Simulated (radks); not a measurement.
Spherical quantum dot in the effective-mass picture: electrons in a hard-walled sphere of radius 4.75, with a point charge +1 (a donor) at the centre, all in effective atomic units (hartree* = m*/eps^2 hartree, bohr* = eps/m* bohr), one dielectric constant everywhere. Calculated with a radial shooting solver with Libxc functionals: non-relativistic Kohn-Sham, exchange-only LDA, spin-polarised, spherical densities. Levels are named by radial order and angular momentum (1s, 1p, 1d, 2s, ...), and open shells are averaged over m. Results are scaled to m* = 0.616 and eps = 13.8, for which hartree* = 88.02 meV and bohr* = 1.185 nm.

N = 30, configuration 1s2 1p6 1d10 2s(up 1, down 0) 1f(up 7, down 4). This is the lowest configuration that the search found. Occupied and some empty levels:

| level | occupation | eigenvalue (meV) | <r> (nm) |
|---|---|---|---|
| 1s up | 1 | 684.32 | 3.885 |
| 1s down | 1 | 687.86 | 3.964 |
| 1p up | 3 | 694.05 | 4.092 |
| 1p down | 3 | 697.03 | 4.098 |
| 1d up | 5 | 710.21 | 4.193 |
| 1d down | 5 | 713.13 | 4.193 |
| 2s up | 1 | 731.94 | 1.884 |
| 1f up | 7 | 732.71 | 4.277 |
| 1f down | 4 | 735.63 | 4.276 |
| 2s down | 0 | 750.00 | 2.083 |
| 1g up | 0 | 761.15 | 4.349 |
| 1g down | 0 | 764.08 | 4.349 |
| 2p up | 0 | 787.77 | 2.780 |
| 2p down | 0 | 794.58 | 2.870 |
| 2d up | 0 | 831.02 | 3.160 |
| 2d down | 0 | 835.15 | 3.195 |

Energy (meV): total 11269.0, kinetic 2497.7, external -839.75, Hartree 10489, exchange-correlation -878.21.

Electron density:

| r (nm) | n(r) (e/nm^3) |
|---|---|
| 0.308 | 0.1315 |
| 0.587 | 0.08190 |
| 0.867 | 0.05148 |
| 1.15 | 0.03297 |
| 1.43 | 0.02202 |
| 1.71 | 0.01612 |
| 1.99 | 0.01389 |
| 2.27 | 0.01471 |
| 2.55 | 0.01842 |
| 2.83 | 0.02511 |
| 3.11 | 0.03478 |
| 3.39 | 0.04696 |
| 3.67 | 0.06022 |
| 3.95 | 0.07155 |
| 4.23 | 0.07671 |
| 4.51 | 0.07141 |
| 4.79 | 0.05424 |
| 5.07 | 0.02978 |
| 5.35 | 0.008379 |
| 5.63 | 0.00002003 |
